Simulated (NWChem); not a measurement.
# Atomisation of diantimony (Sb2)

SMILES: [Sb]#[Sb]
```xyz
2

Sb     0.0000     0.0000     1.2515
Sb     0.0000     0.0000    -1.2515
```
Charge 0, spin multiplicity 1.

Program: NWChem. The geometry was optimised at B3LYP/def2-SVP with def2 effective core potentials on Sb, a minimum by its harmonic frequencies.

Basis set: def2-TZVP. The atomisation energy is electronic alone: no zero-point, thermal, spin-orbit or counterpoise terms. No value is extrapolated to the basis-set limit. Free atoms are single determinants with multiplicities Sb 4. Correlated methods freeze the same cores in atoms and molecule, 8 orbitals in all.

Effective core potentials replace the inner electrons of Sb; spin-orbit coupling is left out. B3LYP has NWChem's definition, with VWN1-RPA local correlation. No SCF solution was tested for a lower state. Open-shell Hartree-Fock references start from PBE0 orbitals. Coupled-cluster values serve here as a point of comparison, not as the truth.

Order these methods by the atomisation energy they give, lowest first: PBE0, B3LYP, CCSD(T), PBE, HF.

HF (-8.7 kcal/mol), CCSD(T) (60.8 kcal/mol), PBE0 (62.2 kcal/mol), B3LYP (69.3 kcal/mol), PBE (74.1 kcal/mol)
